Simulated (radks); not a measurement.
Ho I, configuration [Xe] 4f11 6s2. Calculated with a radial shooting solver on a logarithmic mesh with Libxc functionals: Dirac Kohn-Sham, PBEsol, spin-unpolarised, spherical densities, finite nucleus; open shells fill j = l - 1/2 first; Fermi nuclear charge, rms radius 5.2022 fm.

Unscreened Slater integrals over Kohn-Sham orbitals (hartree). Large and small components are both included.

| integral | value |
|---|---|
| F0(4f7/2,4f7/2) | 1.1033 |
| F2(4f7/2,4f7/2) | 0.50557 |
| F4(4f7/2,4f7/2) | 0.31388 |
| F6(4f7/2,4f7/2) | 0.22492 |
| F0(4f7/2,4f5/2) | 1.1157 |
| F2(4f7/2,4f5/2) | 0.51221 |
| F4(4f7/2,4f5/2) | 0.31816 |
| G2(4f7/2,4f5/2) | 0.51093 |
| G4(4f7/2,4f5/2) | 0.31741 |
| G6(4f7/2,4f5/2) | 0.22750 |
| F0(4f7/2,6s1/2) | 0.29181 |
| G3(4f7/2,6s1/2) | 0.010035 |
| F0(4f7/2,5p3/2) | 0.69264 |
| F2(4f7/2,5p3/2) | 0.23400 |
| G2(4f7/2,5p3/2) | 0.12868 |
| G4(4f7/2,5p3/2) | 0.096787 |
| F0(4f5/2,4f5/2) | 1.1283 |
| F2(4f5/2,4f5/2) | 0.51910 |
| F4(4f5/2,4f5/2) | 0.32262 |
| F0(4f5/2,6s1/2) | 0.29222 |
| G3(4f5/2,6s1/2) | 0.0094711 |
| F0(4f5/2,5p3/2) | 0.69631 |
| F2(4f5/2,5p3/2) | 0.23224 |
| G2(4f5/2,5p3/2) | 0.12509 |
| G4(4f5/2,5p3/2) | 0.094573 |
| F0(6s1/2,6s1/2) | 0.22306 |
| F0(6s1/2,5p3/2) | 0.28100 |
| G1(6s1/2,5p3/2) | 0.020778 |
| F0(5p3/2,5p3/2) | 0.57935 |
| F2(5p3/2,5p3/2) | 0.30957 |
